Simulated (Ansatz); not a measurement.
Relaxation of C₂H₈ClNSi (13 atoms, charge 0, multiplicity 1), to a largest force component of 0.015 eV/Å in at most 40 steps.

The calculation used RKS PBE-D4/def2-SVP (Ansatz 0.2.0).

```xyz
13
Properties=species:S:1:pos:R:3
C -1.526 -0.617 0.533
N -0.204 -0.577 1.018
C 0.768 -0.467 -0.075
Si 1.216 1.279 -0.684
Cl -0.279 1.824 -2.067
H -1.740 -1.350 -0.215
H -1.823 0.393 0.088
H -2.219 -0.730 1.352
H -0.048 -1.440 1.555
H 1.751 -0.829 0.378
H 0.548 -1.145 -0.868
H 2.459 1.312 -1.389
H 1.118 2.312 0.389
```

Question: Where does it end, and by what steps?

Answer: The run converged. After 12 steps the energy has fallen by 0.359 eV; Cl5 moved furthest, 0.30 Å.

```tsv
step	energy less start (eV)	largest force component (eV/Å)	accepted
0	0.0000	2.602	yes
1	-0.3058	0.895	yes
2	-0.3508	0.262	yes
3	-0.3538	0.085	yes
4	-0.3551	0.043	yes
5	-0.3563	0.045	yes
6	-0.3573	0.033	yes
7	-0.3577	0.049	yes
8	-0.3581	0.036	yes
9	-0.3584	0.035	yes
10	-0.3586	0.035	yes
11	-0.3588	0.024	yes
12	-0.3588	0.013	yes
```

```xyz
13
Properties=species:S:1:pos:R:3
C -1.576 -0.605 0.473
N -0.224 -0.543 1.006
C 0.823 -0.479 -0.005
Si 1.148 1.266 -0.682
Cl -0.432 1.978 -1.862
H -1.754 -1.451 -0.244
H -1.818 0.331 -0.071
H -2.301 -0.703 1.306
H -0.060 -1.353 1.614
H 1.799 -0.743 0.465
H 0.696 -1.195 -0.864
H 2.367 1.221 -1.564
H 1.353 2.240 0.440
```

Time of the run: 30 s on 2 threads of Arm Neoverse V2 (shared host), peak memory 0.15 GiB.
